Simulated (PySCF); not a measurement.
Excitations are Tamm–Dancoff values on a coarser integration grid. The basis has no diffuse functions, so Rydberg states are missing or too high.

Cartesian coordinates (Å):
```xyz
7

B      2.5226     0.1839     0.4753
B      1.0235     0.0749     0.1939
B     -0.4815    -0.0348    -0.0883
C     -1.8634    -0.1358    -0.3471
H      3.6767     0.2676     0.6921
H     -2.2609    -0.6335    -1.2274
H     -2.6169     0.2777     0.3178
```
Charge 0, multiplicity 1.

**Question.** What LUMO, T1 excitation (TDA) and HOMO–LUMO gap does PBE0-D3(BJ)/def2-TZVP run with PySCF give?

**Answer.** 
| Property | Result |
|---|---|
| LUMO | -4.03 eV |
| T1 excitation (TDA) | 1.06 eV |
| HOMO–LUMO gap | 2.10 eV |
